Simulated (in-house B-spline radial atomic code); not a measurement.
# Response and correlation of K⁺

Closed shell [Ne] 3s2 3p6. Computed with a B-spline radial code for spherical atoms: Dirac-Hartree-Fock, relativistic RPA (time-dependent Dirac-Hartree-Fock) for the response and second-order many-body perturbation theory for correlation, no-pair Dirac-Coulomb Hamiltonian, finite nucleus, speed of light scaled by 100 (non-relativistic limit).

Command:
```bash
python run_mb.py task.json out
```
Settings (nuclear radius in fm, box in bohr, cutoff in hartree):
```
basis_form          2
Z                   19
core_configuration  [Ne] 3s2 3p6
rms_radius          3.4349
mass_number         39
speed_of_light      13703.59991
box_radius          25.846
lmax                7
intervals           66
virtual_cutoff      9025.0
```

Time taken, with all properties: 3 s on 1 thread of Intel(R) Xeon(R) Platinum 8259CL CPU @ 2.50GHz, on a shared host.

| multipole (bohr³, bohr⁵, bohr⁷) | uncoupled | coupled RPA |
| --- | --- | --- |
| dipole | 5.4707 | 5.4606 |
| quadrupole | 12.999 | 16.359 |
| octupole | 82.767 | ? |

(1) What is the coupled octupole polarisability?

(2) Which subshells carry the dipole polarisability?

(3) What does the dipole shielding factor come to?

Dipole polarisability at imaginary frequency:

| u (Eh) | α(iu) (bohr³) |
| --- | --- |
| 0 | 5.461 |
| 0.0566 | 5.443 |
| 0.141 | 5.352 |
| 0.283 | 5.051 |
| 0.424 | 4.627 |
| 0.566 | 4.146 |
| 0.849 | 3.222 |
| 1.13 | 2.483 |
| 1.41 | 1.934 |
| 1.98 | 1.23 |
| 2.83 | 0.7154 |
| 4.24 | 0.372 |
| 5.66 | 0.2314 |
| 8.49 | 0.1195 |
| 14.1 | 0.05266 |
| 28.3 | 0.01642 |

(4) What dispersion coefficients follow for two such ions (the dispersion part alone)?

Lowest J = 1 odd-parity excitations:

```json
{"energy (eV)": "19.89", "oscillator strength": "1.66e-10", "leading channel": "3p3/2 → d3/2", "weight": "0.519"}
{"energy (eV)": "20.482", "oscillator strength": "4.91e-10", "leading channel": "3p1/2 → s1/2", "weight": "0.65"}
{"energy (eV)": "20.997", "oscillator strength": "0.476", "leading channel": "3p3/2 → s1/2", "weight": "0.665"}
{"energy (eV)": "22.38", "oscillator strength": "3.02e-10", "leading channel": "3p1/2 → d3/2", "weight": "0.5"}
{"energy (eV)": "25.293", "oscillator strength": "1.7", "leading channel": "3p3/2 → d5/2", "weight": "0.596"}
{"energy (eV)": "26.61", "oscillator strength": "1.35e-09", "leading channel": "3p1/2 → s1/2", "weight": "0.662"}
{"energy (eV)": "26.748", "oscillator strength": "0.0984", "leading channel": "3p3/2 → s1/2", "weight": "0.665"}
{"energy (eV)": "26.876", "oscillator strength": "5.27e-10", "leading channel": "3p3/2 → d3/2", "weight": "0.529"}
```

Second-order correlation energy by the highest angular momentum of the excited pair (hartree): s -0.02052, p -0.1787, d -0.356, f -0.09962, g -0.03991, h -0.01528, i -0.007098, k -0.003713.

(5) What is the second-order correlation energy at the partial-wave limit?

Results:

(1) 110.53 atomic units, +34 % against the uncoupled value.

(2) 3p3/2 65.6 %, 3p1/2 32.8 %, 3s1/2 1.5 %.

(3) The dipole shielding factor is 0.947, against the exact N/Z = 18/19 = 0.947 of the non-relativistic theorem.

(4) C6 = (3/π)∫α(iu)²du = 23.23 hartree·bohr⁶ and C8 = 390.1 hartree·bohr⁸.

(5) The listed waves sum to -0.72079 hartree; extrapolating the increments as (l + 1/2)⁻⁴ gives -0.72838 hartree, -1.1 eV per electron.
